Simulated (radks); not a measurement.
The gallium ion Ga2+ inside a hard spherical wall (all orbitals vanish at R), configuration held at [Ar] 3d10 4s1 and not refilled when levels cross. All-electron calculation, non-relativistic Kohn-Sham, LDA (Slater exchange, VWN5 correlation), spin-polarised, spherical densities, point nucleus; open shells are filled with parallel spins first. Program: a radial shooting solver on a logarithmic mesh with Libxc functionals. Eigenvalues in eV for spin up, with the zero of energy where the potential of the charges vanishes at infinity; a dash marks a level that is unbound or too diffuse for the functional's potential to be trusted. A positive occupied level is held by the wall or, in an anion where self-interaction has pushed it up, behind a barrier. The pressure on the wall is -dE/dV.

R (bohr)  E (hartree)  kinetic (hartree)    e(3s)    e(3p)    e(3d)    e(4s)  e(4p, empty)  e(5s, empty)  pressure (GPa)
free      -1920.86498           1918.959  -162.96  -117.88  -40.293  -26.576       -18.482        -9.003               0
20        -1920.86498           1918.959  -162.96  -117.88  -40.293  -26.576       -18.482        -9.003        < 0.0001
12        -1920.86498           1918.959  -162.96  -117.88  -40.293  -26.576       -18.482        -8.995        < 0.0001
10        -1920.86498           1918.959  -162.96  -117.88  -40.293  -26.576       -18.482        -8.932        < 0.0001
8         -1920.86497           1918.959  -162.96  -117.88  -40.292  -26.576       -18.479        -8.488        0.000450
7         -1920.86493           1918.960  -162.96  -117.87  -40.289  -26.573       -18.464        -7.693         0.00610
6         -1920.86444           1918.966  -162.93  -117.85  -40.269  -26.547       -18.377        -5.718          0.0784
5         -1920.86024           1919.004  -162.81  -117.73  -40.149  -26.363       -17.933        -0.690           0.937
3.5       -1920.76477           1919.559  -161.40  -116.33  -38.795  -23.334       -13.010        27.486            38.4
1.5       -1909.56635           1961.777  -115.61  -69.388   13.678   141.05        164.59        529.69           37600
